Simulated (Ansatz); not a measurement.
Species: PbI₂ (charge 0, triplet). This is an excited triplet: at this geometry the singlet lies 2.32 eV lower at RI-MP2/CBS(def2-TZVPPD,def2-QZVPPD)+[CCSD(T)-MP2]/def2-TZVPPD. 
Coordinates optimised at B3LYP-D3(BJ)/def2-TZVP (Ansatz, a first-principles code):
SMILES: [I][Pb][I]
```xyz
3

Pb     0.0198     0.0035     0.7627
I      1.2519    -2.2307    -0.6125
I     -1.2825     2.2252    -0.5675
```
Charge 0, spin multiplicity 3.

Parts of the frozen-core correlation energy in def2-TZVPPD (Ansatz, hartree). Frozen orbitals: 27; correlated occupied orbitals by spin: 10 and 8; virtual: 137 and 139. UHF or UKS for open shells. No spin-orbit coupling. In def2 rows, elements after Kr have scalar-relativistic effective core potentials.

```json
[
 {"term": "reference (HF)", "value": "-785.20989"},
 {"term": "MP2 opposite-spin", "value": "…"},
 {"term": "MP2 same-spin", "value": "-0.08087"},
 {"term": "CCSD correlation", "value": "…"},
 {"term": "(T)", "value": "…"},
 {"term": "T1 diagnostic", "value": "0.021"},
 {"term": "largest doubles amplitude", "value": "0.038"},
 {"term": "<S^2> of the reference", "value": "2.070"}
]
```

What belongs in the gaps?


- MP2 opposite-spin, value: -0.24276
- CCSD correlation, value: -0.36079
- (T), value: -0.01720
